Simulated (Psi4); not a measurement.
p-xylene (C8H10), singlet, at a GFN2-xTB geometry, with bond 17-7 at 2.0 times its length. Base run: B3LYP/3-21G run with Psi4.

Geometry (Å):
```xyz
18

C      2.9001     0.1041     0.0779
C      1.4032     0.0383     0.0311
C      0.6968     0.6292    -1.0084
C     -0.6847     0.5849    -1.0430
C     -1.4025    -0.0518    -0.0391
C     -2.9011    -0.0833    -0.0654
C     -0.6962    -0.6414     1.0011
C      0.6852    -0.5971     1.0357
H      3.3190     0.1267    -0.9257
H      3.2179     1.0101     0.5956
H      3.3098    -0.7499     0.6125
H      1.2355     1.1277    -1.8023
H     -1.2136     1.0492    -1.8636
H     -3.2785    -0.9855     0.4108
H     -3.3020     0.7752     0.4749
H     -3.2726    -0.0411    -1.0868
H     -1.7732    -1.6470     2.5836
H      1.2144    -1.0656     1.8538
```
All else is at Psi4's defaults (density fitting, Cartesian functions).
Base energy -309.02517 Eh.

Each row names what was changed in the base input (with any setting that the change needs).

| change | ΔE vs base (mEh) | SCF cycles | grid points | basis functions |
|---|---|---|---|---|
| base | 0.000 | 10 | 377020 | 92 |
| level_shift = 0.3 | 0.000 | 10 | 377020 | 92 |
| df_basis_scf = def2-universal-jkfit | 0.000 | 10 | 377020 | 92 |
| cholesky_tolerance = 1e-6 (with scf_type cd) | 0.206 | 10 | 377020 | 92 |
| puream = false | 0.000 | 10 | 377020 | 92 |
| dft_radial_points = 99 | 0.000 | 10 | 495700 | 92 |
| guess = modhuckel | 0.000 | 12 | 377020 | 92 |
| dft_nuclear_scheme = stratmann | -0.014 | 10 | 349790 | 92 |
| dft_radial_scheme = multiexp | 0.000 | 10 | 402339 | 92 |
| dft_spherical_points = 434 | 0.005 | 10 | 541438 | 92 |
| dft_nuclear_scheme = becke | -0.014 | 10 | 374525 | 92 |
| scf_type = out_of_core | 0.206 | 10 | 377020 | 92 |
| dft_radial_points = 35 | -0.149 | 10 | 179341 | 92 |
